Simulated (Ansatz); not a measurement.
BH2O2 (SMILES O[B]O) moved off its minimum; all values from Ansatz (a quantum-chemistry and plane-wave program), cores frozen in correlated methods. Open shells are unrestricted.
(charge 0, multiplicity 2)
```xyz
5

O      1.0388     0.0877    -0.3937
B     -0.0217    -0.5333    -0.0322
O     -1.2012    -0.0363     0.3220
H      1.3135     0.9538     0.0762
H     -1.1469     0.9003     0.7368
```

Forces at PBE/def2-TZVPP (eV/Å):

| atom | Fx | Fy | Fz |
|---|---|---|---|
| O1 | 4.096 | 2.541 | 0.223 |
| B2 | -2.152 | -1.527 | -0.229 |
| O3 | -1.131 | 1.569 | 1.763 |
| H4 | -0.627 | -1.206 | -0.905 |
| H5 | -0.185 | -1.377 | -0.852 |

Problem. Give the forces (eV/Å), the total energy and the dipole at CCSD(T)/cc-pVTZ.

Solution. 
| atom | Fx | Fy | Fz |
|---|---|---|---|
| O1 | 4.543 | 3.387 | 0.455 |
| B2 | -2.238 | -1.939 | -0.201 |
| O3 | -1.251 | 2.344 | 2.101 |
| H4 | -0.902 | -1.811 | -1.202 |
| H5 | -0.153 | -1.982 | -1.154 |
Energy -176.2530 hartree, dipole 3.42 D.
